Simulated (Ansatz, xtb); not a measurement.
## Relative energy of two isomers of C4H5F3

Structure X: `C=C(C)C(F)(F)F`, a singlet. Structure Y: `C/C=C/C(F)(F)F`, a singlet. Both are isolated molecules in the gas phase, relaxed with r2SCAN-D4/def2-SVP.

X (Å):

```xyz
12

C    -1.5004    0.6285   -0.9619
C    -0.6637    0.4826    0.0720
C     0.6333   -0.2657    0.0416
C    -0.9976    1.0967    1.4047
F    -0.0310    1.9544    1.7944
F    -1.0801    0.1495    2.3628
F    -2.1556    1.7704    1.4074
H    -1.2664    0.1841   -1.9336
H    -2.4321    1.1903   -0.8664
H     0.6289   -1.0786    0.7860
H     1.4715    0.4014    0.3010
H     0.8171   -0.6959   -0.9519
```

Y (Å):

```yaml
atoms:
  - { symbol: C, position_ang: [-1.0466, -0.4657, -1.3822] }
  - { symbol: C, position_ang: [-1.0203, 0.0740, 0.0063] }
  - { symbol: C, position_ang: [-0.0468, 0.8385, 0.5141] }
  - { symbol: C, position_ang: [-0.0571, 1.3591, 1.9102] }
  - { symbol: F, position_ang: [1.0220, 0.9339, 2.5992] }
  - { symbol: F, position_ang: [-1.1466, 0.9826, 2.6013] }
  - { symbol: F, position_ang: [-0.0152, 2.7074, 1.9301] }
  - { symbol: H, position_ang: [-0.1615, -0.1639, -1.9608] }
  - { symbol: H, position_ang: [-1.9487, -0.1218, -1.9163] }
  - { symbol: H, position_ang: [-1.0986, -1.5677, -1.3702] }
  - { symbol: H, position_ang: [-1.8682, -0.1792, 0.6556] }
  - { symbol: H, position_ang: [0.8312, 1.1335, -0.0717] }
```

Quicker runs give these differences E(Y) − E(X): GFN2-xTB −0.35 kcal/mol; HF/STO-3G −0.32 kcal/mol (at GFN2-xTB geometries); r2SCAN-D4/def2-SVP//GFN2-xTB +0.49 kcal/mol.

Question: Estimate which is lower in electronic energy at CCSD(T)/def2-SVP + ΔMP2/def2-TZVPP, and by roughly how much.

Answer: Too close to call at this level: CCSD(T)/def2-SVP + ΔMP2/def2-TZVPP gives E(Y) − E(X) = +0.50 kcal/mol.

How the difference moves with the method:

| level | geometry | E(Y) − E(X) (kcal/mol) | departure from the last row (kcal/mol) | job, with rough time for the two |
| --- | --- | --- | --- | --- |
| GFN2-xTB | GFN2-xTB | −0.35 | −0.85 | optimisation, 0.18 s |
| HF/STO-3G | GFN2-xTB | −0.32 | −0.82 | single point, 0.72 s |
| r2SCAN-D4/def2-SVP//GFN2-xTB | GFN2-xTB | +0.49 | −0.01 | single point, 5.7 s |
| r2SCAN-D4/def2-SVP | r2SCAN-D4/def2-SVP | +0.51 | +0.01 | optimisation, 38 s |
| HF/def2-SVP | r2SCAN-D4/def2-SVP | −0.61 | −1.12 | part of the CCSD(T) run |
| MP2/def2-SVP | r2SCAN-D4/def2-SVP | +0.81 | +0.31 | part of the CCSD(T) run |
| CCSD(T)/def2-SVP | r2SCAN-D4/def2-SVP | +0.76 | +0.26 | single point |
| CCSD(T)/def2-SVP + ΔMP2/def2-TZVPP | r2SCAN-D4/def2-SVP | +0.50 |  | single point, 79 s |

As drawn, both hold the same kinds of bond in the same numbers.

The largest departure from CCSD(T)/def2-SVP + ΔMP2/def2-TZVPP is that of HF/def2-SVP, 1.12 kcal/mol. The last row adds to CCSD(T) the change of the MP2 difference between the two basis sets, here −0.26 kcal/mol.

With thermal terms from frequencies at re-optimised GFN2-xTB minima (ideal gas, soft modes damped towards free rotors, one conformer each, 298.15 K, 1 atm): on the last row, ΔE + ΔZPE = +0.43, ΔH = +0.53, ΔG = +0.12 kcal/mol.

The correlated steps freeze 7 core orbitals. Programs: Ansatz 0.2.0, xtb 6.7.1; the last row on 2 threads of Intel(R) Xeon(R) Platinum 8259CL CPU @ 2.50GHz (Skylake/Cascade Lake) on a shared host.
